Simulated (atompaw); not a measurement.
LDA (PW92) PAW (atompaw) dataset for Ce (Z = 58), scalar-relativistic all-electron reference.

cerium, PAW, made with atompaw 4.2.0.5 (LDA (PW92), scalar-relativistic). Core [Kr] 4d10, reference 4f1 5s2 5p6 5d1 6s1 6p0 (charge +1). Waves: 5s (bound): rc 2.15 bohr; 6s (bound): rc 2.95 bohr; 5p (bound): rc 2.50 bohr; 6p (bound, empty): rc 2.95 bohr; 5d (bound): rc 2.95 bohr; 5d channel at 1.3 Ry: rc 2.95 bohr; 4f (bound): rc 0.90 bohr; 4f channel at -0.45 Ry: rc 0.90 bohr. Local part: troulliermartins scheme with l = 4 at 0 Ry, radius 2.90 bohr. Core correction: smooth core density matched at 1.95 bohr. Augmentation charge: gaussian compensation charge, radius 2.40 bohr; PAW radius 2.95 bohr; waves and projectors: custom rrkj gramschmidtortho.

Task: Does the generator finish with these settings?

Result: Yes, a potential is produced.

Task: Estimate the cutoffs (Ry, on a coarse ladder) from which the occupation-weighted sum of valence levels, in a spherical-Bessel basis at the reference potential, stays within 10 and 1 mRy of its value at 400 Ry.

Result: 160 Ry and 260 Ry.

Task: Does the potential have ghost states?

Result: Ghost state, extra bound levels that the all-electron valence spectrum of the same l lacks: s at -1.55 eV. A true bound ghost makes a file unfit for plane-wave use. The logarithmic derivative shows an extra or strongly shifted pseudo pole above the reference energy (s near -0.12 Ry).

Task: Is the overlap operator S = 1 + Σ q|β⟩⟨β| positive definite (Bessel basis up to 400 Ry)?

Result: Barely: its lowest eigenvalue is 0.027 (p channel).

Task: Which valence shell sets the plane-wave cutoff?

Result: 4f: its level needs 260 Ry to come within 1 mRy, against 15 Ry for 5p.
